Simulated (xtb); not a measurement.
W(NH)(S)(OH)(SH) (H3NOS2W), SMILES [NH]=[W]([OH])(=[S])[SH], multiplicity 1. All values are semi-empirical tight-binding results from xtb (GFN2-xTB unless named), good for trends rather than for accurate numbers. The structure is a stationary point at GFN2-xTB. The spin state was assumed, not searched. The structure was generated by enumeration; whether it is a known compound was not checked. One conformer was computed; it need not be the lowest.

Optimised geometry:

```xyz
8

W      0.1556     0.0849    -0.1980
N      0.9710    -1.1293    -1.1986
H      1.5407    -1.7859    -1.7329
S      0.9130    -0.0960     1.8504
O      0.0662     1.8531    -0.6767
H      0.1926     2.7474    -1.0161
S     -2.0592    -0.7764     0.0229
H     -2.2365    -0.2099     1.2292
```

For metal compounds this method's bond lengths and energies can be far off.

Computed properties:
| Property | Value |
|---|---|
| orbital gap | 1.87 eV |
| zero-point energy | 21.3 kcal/mol |
| G − E(el) at 298.15 K (modified RRHO) | -0.4 kcal/mol |

### Question
Give the atomic charges and the Wiberg bond orders between heavy atoms. (The exact figures need the calculation; the answer reports its results.)

### Answer
charges (e) W1 0.72, N2 -0.44, H3 0.20, S4 -0.36, O5 -0.44, H6 0.32, S7 -0.21, H8 0.20. Bond orders W1–N2 2.26, W1–S4 2.18, W1–O5 1.27, W1–S7 1.31.
